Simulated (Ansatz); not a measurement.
Isolated molecules relaxed with PBE0-D4/def2-TZVP in Ansatz; ΔE leaves out vibrations. CCSD(T)/CBS is the MP2 limit (def2-TZVPP, def2-QZVPP) plus CCSD(T) − MP2 in def2-TZVPP, frozen cores. Functionals use def2-TZVPP. B3LYP here is the variant with VWN-RPA as its local correlation; programs differ in this. HSE06 is defined as in plane-wave codes. One conformer a species, not always the lowest.

`[SiH3]B([SiH3])[SiH3]` + `CB(C)O` → `CB(C)O[SiH3]` + `[SiH3]B[SiH3]`  (cleavage of the Si–B bond)

```json
{"level": "PBE-D4", "ΔE (kJ/mol)": "-54.7", "difference from CCSD(T)/CBS": "25.9"}
{"level": "revPBE-D4", "ΔE (kJ/mol)": "-56.3", "difference from CCSD(T)/CBS": "24.3"}
{"level": "BLYP-D4", "ΔE (kJ/mol)": "-75.0", "difference from CCSD(T)/CBS": "5.6"}
{"level": "r2SCAN-D4", "ΔE (kJ/mol)": "-72.7", "difference from CCSD(T)/CBS": "7.9"}
{"level": "B97M-V", "ΔE (kJ/mol)": "-73.3", "difference from CCSD(T)/CBS": "7.3"}
{"level": "PBE0-D4", "ΔE (kJ/mol)": "-63.8", "difference from CCSD(T)/CBS": "16.8"}
{"level": "B3LYP-D4", "ΔE (kJ/mol)": "-80.8", "difference from CCSD(T)/CBS": "-0.2"}
{"level": "r2SCANh-D4", "ΔE (kJ/mol)": "-74.5", "difference from CCSD(T)/CBS": "6.1"}
{"level": "r2SCAN0-D4", "ΔE (kJ/mol)": "-77.1", "difference from CCSD(T)/CBS": "3.5"}
{"level": "HSE06-D4", "ΔE (kJ/mol)": "-63.4", "difference from CCSD(T)/CBS": "17.2"}
{"level": "BHLYP-D4", "ΔE (kJ/mol)": "-91.1", "difference from CCSD(T)/CBS": "-10.5"}
{"level": "CAM-B3LYP-D4", "ΔE (kJ/mol)": "-87.4", "difference from CCSD(T)/CBS": "-6.8"}
{"level": "ωB97M-V", "ΔE (kJ/mol)": "-81.7", "difference from CCSD(T)/CBS": "-1.1"}
{"level": "B2PLYP", "ΔE (kJ/mol)": "-86.1", "difference from CCSD(T)/CBS": "-5.5"}
{"level": "PBE-QIDH", "ΔE (kJ/mol)": "-76.8", "difference from CCSD(T)/CBS": "3.8"}
{"level": "PBE", "ΔE (kJ/mol)": "-56.3", "difference from CCSD(T)/CBS": "24.3"}
{"level": "revPBE", "ΔE (kJ/mol)": "-56.3", "difference from CCSD(T)/CBS": "24.3"}
{"level": "BLYP", "ΔE (kJ/mol)": "-77.6", "difference from CCSD(T)/CBS": "3.0"}
{"level": "r2SCAN", "ΔE (kJ/mol)": "-73.0", "difference from CCSD(T)/CBS": "7.6"}
{"level": "PBE0", "ΔE (kJ/mol)": "-65.4", "difference from CCSD(T)/CBS": "15.2"}
{"level": "B3LYP", "ΔE (kJ/mol)": "-83.6", "difference from CCSD(T)/CBS": "-3.0"}
{"level": "r2SCANh", "ΔE (kJ/mol)": "-74.9", "difference from CCSD(T)/CBS": "5.7"}
{"level": "r2SCAN0", "ΔE (kJ/mol)": "-77.6", "difference from CCSD(T)/CBS": "3.0"}
{"level": "BHLYP", "ΔE (kJ/mol)": "-95.3", "difference from CCSD(T)/CBS": "-14.7"}
{"level": "CAM-B3LYP", "ΔE (kJ/mol)": "-89.3", "difference from CCSD(T)/CBS": "-8.7"}
{"level": "LC-ωPBE", "ΔE (kJ/mol)": "-73.8", "difference from CCSD(T)/CBS": "6.8"}
{"level": "RPA@PBE/def2-TZVPP", "ΔE (kJ/mol)": "-82.2", "difference from CCSD(T)/CBS": "-1.6"}
{"level": "HF/def2-SVP", "ΔE (kJ/mol)": "-94.2", "difference from CCSD(T)/CBS": "-13.6"}
{"level": "MP2/def2-SVP", "ΔE (kJ/mol)": "-71.9", "difference from CCSD(T)/CBS": "8.7"}
{"level": "HF/def2-TZVPP", "ΔE (kJ/mol)": "-111.4", "difference from CCSD(T)/CBS": "-30.8"}
{"level": "MP2/def2-TZVPP", "ΔE (kJ/mol)": "-86.1", "difference from CCSD(T)/CBS": "-5.5"}
{"level": "SCS-MP2/def2-TZVPP", "ΔE (kJ/mol)": "-92.0", "difference from CCSD(T)/CBS": "-11.4"}
{"level": "CCSD/def2-TZVPP", "ΔE (kJ/mol)": "-84.7", "difference from CCSD(T)/CBS": "-4.1"}
{"level": "CCSD(T)/def2-TZVPP", "ΔE (kJ/mol)": "-80.3", "difference from CCSD(T)/CBS": "0.3"}
{"level": "HF/def2-QZVPP", "ΔE (kJ/mol)": "-113.6", "difference from CCSD(T)/CBS": "-33.0"}
{"level": "MP2/def2-QZVPP", "ΔE (kJ/mol)": "-87.0", "difference from CCSD(T)/CBS": "-6.4"}
{"level": "SCS-MP2/def2-QZVPP", "ΔE (kJ/mol)": "-92.7", "difference from CCSD(T)/CBS": "-12.1"}
{"level": "HF/CBS(def2)", "ΔE (kJ/mol)": "-113.9", "difference from CCSD(T)/CBS": "-33.3"}
{"level": "MP2/CBS(def2)", "ΔE (kJ/mol)": "-86.4", "difference from CCSD(T)/CBS": "-5.8"}
{"level": "CCSD/CBS(def2)", "ΔE (kJ/mol)": "-85.0", "difference from CCSD(T)/CBS": "-4.4"}
{"level": "CCSD(T)/CBS", "ΔE (kJ/mol)": "-80.6", "difference from CCSD(T)/CBS": "0"}
```

Largest T1 diagnostic among the species: 0.015.

From r2SCAN to r2SCAN0 (25 % exact exchange), in def2-TZVPP and without D4, ΔE moves by −4.6 kJ/mol. At CCSD(T), def2-SVP lies +14.3 kJ/mol from the extrapolated value and def2-TZVPP +0.3 kJ/mol.
